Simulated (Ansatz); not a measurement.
Cost and result for the atomization energy of `[O][SiH](O)O` radical (7 atoms, 6 bonds).

The species carries charge 0 and has multiplicity 2. The geometry is a stationary point of PBE0-D4/def2-TZVP. It is one conformer, not always the lowest. Program: Ansatz. All runs use 2 threads of a server CPU on a shared host. Times are those of one run each, without the atoms' runs, and a repeat can differ threefold. Electronic energies, without spin–orbit coupling; frozen cores. CCSD(T)/CBS adds CCSD(T) − MP2 in def2-TZVPP to the MP2 limit, and its time is that of the two runs behind it. T1 = 0.015; ⟨S²⟩ of the reference is 0.76. HSE06 is the plane-wave form, built on full-range PBE exchange.

CCSD(T)/CBS is a level of theory with its own doubt, some kJ/mol a heavy atom from the limit and from the frozen cores, so smaller differences don't rank the functionals.

```tsv
level	functions	wall time
LDA (SPW92)/def2-TZVPP	177	6.5 s
PBE-D4/def2-TZVPP (with forces)	177	9.5 s
revPBE-D4/def2-TZVPP	177	10 s
CCSD(T)/def2-SVP	75	14 s
BHLYP-D4/def2-TZVPP	177	16 s
HSE06-D4/def2-TZVPP	177	16 s
B2PLYP/def2-TZVPP	177	22 s
r2SCAN-D4/def2-TZVPP (with forces)	177	25 s
B97M-V/def2-TZVPP	177	40 s
ωB97M-V/def2-TZVPP (with forces)	177	49 s
MP2/def2-QZVPP	331	70 s
CCSD(T)/def2-TZVPP	177	5.5 min
CCSD(T)/CBS(def2)	–	6.6 min
```

(1) What atomization energy does each give, and how far from CCSD(T)/CBS? (Estimate.)

## Answers

(1) Computed: 
```json
{"level": "LDA (SPW92)/def2-TZVPP", "atomization (kJ/mol)": "3033.9", "difference from CCSD(T)/CBS": "404.4", "per bond": "67.4"}
{"level": "PBE-D4/def2-TZVPP (with forces)", "atomization (kJ/mol)": "2653.1", "difference from CCSD(T)/CBS": "23.6", "per bond": "3.9"}
{"level": "revPBE-D4/def2-TZVPP", "atomization (kJ/mol)": "2570.0", "difference from CCSD(T)/CBS": "-59.5", "per bond": "-9.9"}
{"level": "CCSD(T)/def2-SVP", "atomization (kJ/mol)": "2358.2", "difference from CCSD(T)/CBS": "-271.3", "per bond": "-45.2"}
{"level": "BHLYP-D4/def2-TZVPP", "atomization (kJ/mol)": "2499.0", "difference from CCSD(T)/CBS": "-130.5", "per bond": "-21.7"}
{"level": "HSE06-D4/def2-TZVPP", "atomization (kJ/mol)": "2576.6", "difference from CCSD(T)/CBS": "-52.9", "per bond": "-8.8"}
{"level": "B2PLYP/def2-TZVPP", "atomization (kJ/mol)": "2583.9", "difference from CCSD(T)/CBS": "-45.6", "per bond": "-7.6"}
{"level": "r2SCAN-D4/def2-TZVPP (with forces)", "atomization (kJ/mol)": "2630.3", "difference from CCSD(T)/CBS": "0.8", "per bond": "0.1"}
{"level": "B97M-V/def2-TZVPP", "atomization (kJ/mol)": "2620.1", "difference from CCSD(T)/CBS": "-9.4", "per bond": "-1.6"}
{"level": "ωB97M-V/def2-TZVPP (with forces)", "atomization (kJ/mol)": "2625.3", "difference from CCSD(T)/CBS": "-4.2", "per bond": "-0.7"}
{"level": "MP2/def2-QZVPP", "atomization (kJ/mol)": "2665.8", "difference from CCSD(T)/CBS": "36.3", "per bond": "6.0"}
{"level": "CCSD(T)/def2-TZVPP", "atomization (kJ/mol)": "2538.6", "difference from CCSD(T)/CBS": "-90.9", "per bond": "-15.1"}
{"level": "CCSD(T)/CBS(def2)", "atomization (kJ/mol)": "2629.5", "difference from CCSD(T)/CBS": "0.0", "per bond": "0.0"}
```

From PBE to PBE0 (25 % exact exchange), in def2-TZVPP and without D4, the atomization energy moves by −77.0 kJ/mol: exact exchange takes away binding that semilocal exchange gives to molecules. The D4 term adds +18.2 kJ/mol with B3LYP and +9.3 kJ/mol with PBE0; it sums over pairs of atoms, weighted by their polarisabilities, and B3LYP, whose exchange is more repulsive, gets the larger term. In def2-TZVPP, CCSD(T) changes the Hartree–Fock value by +714.6 kJ/mol (the triples alone add +41.1 kJ/mol) and MP2 by +786.6 kJ/mol; breaking electron pairs costs correlation energy, which Hartree–Fock lacks.

B3LYP here is the variant with VWN-RPA as its local correlation; programs differ in this.
